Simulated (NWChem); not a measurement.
System: FeBrF, quintet; SMILES [F][Fe][Br]

Results from NWChem. Spin-unrestricted. The geometry was optimised at PBE-D3(BJ)/def2-SVP, spin-unrestricted. The spin multiplicity was typed, not searched, and may not be the lowest. No stability test was run on the SCF state.

Problem. Predict the results for UHF/def2-SVP. Quantities: highest occupied level (eV); lowest empty minus highest occupied level, either spin (eV); dipole (D); <S²>.

Solution. The highest occupied level (eV) is -11.18 and the lowest empty minus highest occupied level, either spin (eV) comes out as 11.63. The dipole (D) is 0.22 and the <S²> is 6.01.
